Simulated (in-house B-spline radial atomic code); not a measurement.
The outermost shell (largest non-relativistic mean radius) with and without relativity; Dirac values are averaged over j. Computed with an all-electron radial atomic-structure program (B-spline basis): non-relativistic Hartree-Fock and Dirac-Hartree-Fock, averages of the configuration (point nuclei without relativity, finite nuclei with it).

```json
{"ion": "Tb4+", "configuration": "[Xe] 4f7", "outermost shell": "5p", "radius non-relativistic (bohr)": "1.4923", "radius Dirac (bohr)": "1.4564", "radius change (%)": "-2.4067", "level non-relativistic (eV)": "-73.599", "level Dirac (eV)": "-75.264", "spin-orbit splitting (eV)": "5.5779"}
{"ion": "Dy4+", "configuration": "[Xe] 4f8", "outermost shell": "5p", "radius non-relativistic (bohr)": "1.4712", "radius Dirac (bohr)": "1.4335", "radius change (%)": "-2.5593", "level non-relativistic (eV)": "-74.644", "level Dirac (eV)": "-76.473", "spin-orbit splitting (eV)": "5.9481"}
{"ion": "Ho4+", "configuration": "[Xe] 4f9", "outermost shell": "5p", "radius non-relativistic (bohr)": "1.4509", "radius Dirac (bohr)": "1.4115", "radius change (%)": "-2.7142", "level non-relativistic (eV)": "-75.672", "level Dirac (eV)": "-77.672", "spin-orbit splitting (eV)": "6.3363"}
{"ion": "Er4+", "configuration": "[Xe] 4f10", "outermost shell": "5p", "radius non-relativistic (bohr)": "1.4313", "radius Dirac (bohr)": "1.3902", "radius change (%)": "-2.8717", "level non-relativistic (eV)": "-76.685", "level Dirac (eV)": "-78.864", "spin-orbit splitting (eV)": "6.7434"}
{"ion": "Tm4+", "configuration": "[Xe] 4f11", "outermost shell": "5p", "radius non-relativistic (bohr)": "1.4125", "radius Dirac (bohr)": "1.3697", "radius change (%)": "-3.0322", "level non-relativistic (eV)": "-77.686", "level Dirac (eV)": "-80.051", "spin-orbit splitting (eV)": "7.1703"}
{"ion": "Yb4+", "configuration": "[Xe] 4f12", "outermost shell": "5p", "radius non-relativistic (bohr)": "1.3944", "radius Dirac (bohr)": "1.3498", "radius change (%)": "-3.1958", "level non-relativistic (eV)": "-78.674", "level Dirac (eV)": "-81.235", "spin-orbit splitting (eV)": "7.6182"}
{"ion": "Lu4+", "configuration": "[Xe] 4f13", "outermost shell": "5p", "radius non-relativistic (bohr)": "1.3769", "radius Dirac (bohr)": "1.3306", "radius change (%)": "-3.3628", "level non-relativistic (eV)": "-79.651", "level Dirac (eV)": "-82.418", "spin-orbit splitting (eV)": "8.088"}
{"ion": "Hf4+", "configuration": "[Xe] 4f14", "outermost shell": "5p", "radius non-relativistic (bohr)": "1.3599", "radius Dirac (bohr)": "1.3119", "radius change (%)": "-3.5334", "level non-relativistic (eV)": "-80.617", "level Dirac (eV)": "-83.6", "spin-orbit splitting (eV)": "8.5809"}
{"ion": "Ta4+", "configuration": "[Xe] 4f14 5d1", "outermost shell": "5d", "radius non-relativistic (bohr)": "1.7161", "radius Dirac (bohr)": "1.7421", "radius change (%)": "1.5137", "level non-relativistic (eV)": "-48.286", "level Dirac (eV)": "-47.014", "spin-orbit splitting (eV)": "0.75162"}
{"ion": "W4+", "configuration": "[Xe] 4f14 5d2", "outermost shell": "5d", "radius non-relativistic (bohr)": "1.6418", "radius Dirac (bohr)": "1.6654", "radius change (%)": "1.4414", "level non-relativistic (eV)": "-50.865", "level Dirac (eV)": "-49.529", "spin-orbit splitting (eV)": "0.91663"}
{"ion": "Re4+", "configuration": "[Xe] 4f14 5d3", "outermost shell": "5d", "radius non-relativistic (bohr)": "1.5748", "radius Dirac (bohr)": "1.5964", "radius change (%)": "1.3711", "level non-relativistic (eV)": "-53.439", "level Dirac (eV)": "-52.042", "spin-orbit splitting (eV)": "1.0974"}
{"ion": "Os4+", "configuration": "[Xe] 4f14 5d4", "outermost shell": "5d", "radius non-relativistic (bohr)": "1.514", "radius Dirac (bohr)": "1.5337", "radius change (%)": "1.3045", "level non-relativistic (eV)": "-56.011", "level Dirac (eV)": "-54.553", "spin-orbit splitting (eV)": "1.2944"}
{"ion": "Ir4+", "configuration": "[Xe] 4f14 5d5", "outermost shell": "5d", "radius non-relativistic (bohr)": "1.4585", "radius Dirac (bohr)": "1.4767", "radius change (%)": "1.242", "level non-relativistic (eV)": "-58.582", "level Dirac (eV)": "-57.064", "spin-orbit splitting (eV)": "1.5086"}
{"ion": "Pt4+", "configuration": "[Xe] 4f14 5d6", "outermost shell": "5d", "radius non-relativistic (bohr)": "1.4077", "radius Dirac (bohr)": "1.4244", "radius change (%)": "1.1836", "level non-relativistic (eV)": "-61.156", "level Dirac (eV)": "-59.577", "spin-orbit splitting (eV)": "1.7406"}
{"ion": "Au4+", "configuration": "[Xe] 4f14 5d7", "outermost shell": "5d", "radius non-relativistic (bohr)": "1.3608", "radius Dirac (bohr)": "1.3762", "radius change (%)": "1.1288", "level non-relativistic (eV)": "-63.734", "level Dirac (eV)": "-62.093", "spin-orbit splitting (eV)": "1.9912"}
{"ion": "Hg4+", "configuration": "[Xe] 4f14 5d8", "outermost shell": "5d", "radius non-relativistic (bohr)": "1.3175", "radius Dirac (bohr)": "1.3317", "radius change (%)": "1.0774", "level non-relativistic (eV)": "-66.319", "level Dirac (eV)": "-64.615", "spin-orbit splitting (eV)": "2.2611"}
```
